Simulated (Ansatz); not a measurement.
**Isomers of CH4BFSe**

2 of its isomers, all singlets with charge 0: A = `C[Se]BF`; B = `CB(F)[SeH]`.

Shapes, held fixed at every level: PBE0-D4/def2-TZVP. Flexible molecules stand in one conformer, not always the lowest. Programs: Ansatz 0.2.0.

A:

```xyz
8

C    -0.6168    1.0122   -0.5523
Se    0.7369    0.6811    0.8126
B     0.8061   -1.2354    0.6884
F     1.6342   -1.9022    1.4744
H    -0.9421    0.0610   -0.9684
H    -1.4578    1.5259   -0.0922
H    -0.1823    1.6327   -1.3327
H     0.1141   -1.8323   -0.0856
```

B:

```xyz
8

C     0.0316    0.9248   -0.0332
B     0.4333   -0.5355   -0.3956
F     1.3923   -0.7422   -1.2941
Se   -0.3427   -2.1634    0.3457
H    -0.3088    1.4406   -0.9379
H    -0.7466    1.0058    0.7241
H     0.9158    1.4699    0.3142
H    -1.2830   -1.4572    1.2212
```

Electronic energies in kJ/mol, without zero-point or thermal terms.

```csv
level,kind,B − A
HF/def2-SVP,Hartree–Fock,-67.9
r2SCAN-D4/def2-TZVPP,meta-GGA,-59.8
PBE0-D4/def2-TZVPP,global hybrid,-58.1
wB97X-V/def2-TZVPP,range-separated hybrid,-57.2
B2PLYP/def2-TZVPP,double hybrid,-54.4
MP2/def2-TZVPP,perturbation theory,-53.0
CCSD(T)/def2-SVP,coupled cluster or CI,-65.6
CCSD(T)/def2-TZVPP,coupled cluster or CI,-54.5
```

The highest level, CCSD(T)/def2-TZVPP, puts B lowest of these. All levels agree on that. The B − A difference spans -67.9 to -53.0 kJ/mol over the levels. Relativity is left out for Se unless named. Correlated rows may include outer-core shells of Se, which these sets cover unevenly.
